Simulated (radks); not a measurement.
Spherical quantum dot in the effective-mass picture: electrons in a well V = -V0 / (1 + exp((r - R)/a)) with V0 = 3.21, R = 12.3, a = 1.1, all in effective atomic units (hartree* = m*/eps^2 hartree, bohr* = eps/m* bohr), one dielectric constant everywhere. Calculated with a radial shooting solver with Libxc functionals: non-relativistic Kohn-Sham, LDA (Slater exchange, Perdew-Wang correlation), spin-polarised, spherical densities. Levels are named by radial order and angular momentum (1s, 1p, 1d, 2s, ...), and open shells are averaged over m. Results are scaled to m* = 0.065 and eps = 12.1, for which hartree* = 12.08 meV and bohr* = 9.851 nm. Each electron was tried in the lowest free levels, single moves between levels near the top were tried too, and the lowest total energy was kept; such a search can miss a lower state. At N = 1 the Hartree and exchange-correlation terms need not cancel, so that row can carry a self-interaction error.

N,open shells,2S,E (meV),addition energy mu(N+1) - mu(N) (meV),e(HOMO) (meV),rms radius (nm)
1,"1s(up 1, down 0)",1,-38.0721,1.747,-37.319,51.66
2,none,0,-74.3970,1.910,-35.595,57.56
3,"1p(up 1, down 0)",1,-108.812,1.381,-33.728,62.67
4,"1p(up 2, down 0)",2,-141.846,1.386,-32.340,65.79
5,"1p(up 3, down 0)",3,-173.494,1.625,-30.958,68.09
6,"1p(up 3, down 1)",2,-203.517,1.316,-29.367,70.02
7,"1p(up 3, down 2)",1,-232.224,1.318,-28.048,71.61
8,none,0,-259.613,1.802,-26.731,72.98
9,"1d(up 1, down 0)",1,-285.200,1.277,-24.948,74.37
10,"1d(up 2, down 0)",2,-309.511,1.273,-23.673,75.58
11,"1d(up 3, down 0)",3,-332.548,1.268,-22.402,76.65
12,"1d(up 4, down 0)",4,-354.317,1.262,-21.137,77.61
13,"1d(up 5, down 0)",5,-374.824,1.497,-19.877,78.49
14,"1d(up 5, down 1)",4,-393.833,1.229,-18.394,79.31
15,"1d(up 5, down 2)",3,-411.613,1.227,-17.166,80.06
16,"1d(up 5, down 3)",2,-428.166,1.224,-15.940,80.76
17,"1d(up 5, down 4)",1,-443.494,1.221,-14.717,81.42
18,none,0,-457.601,1.772,-13.498,82.04
19,"1f(up 1, down 0)",1,-469.936,1.198,-11.736,82.68
20,"1f(up 2, down 0)",2,-481.073,1.195,-10.539,83.28
21,"1f(up 3, down 0)",3,-491.016,1.191,-9.3459,83.85
22,"1f(up 4, down 0)",4,-499.766,1.188,-8.1562,84.39
23,"1f(up 5, down 0)",5,-507.329,1.184,-6.9700,84.90
24,"1f(up 6, down 0)",6,-513.707,-,-5.7874,85.39

All shells are closed at N = 2, 8, 18 (there: 1s2 1p6 1d10); the second difference of the energy has clear peaks (12 % above both neighbours; the first and last values, which can be the largest, are not judged, and half-filled shells can peak too) at N = 5, 8, 13, 18.
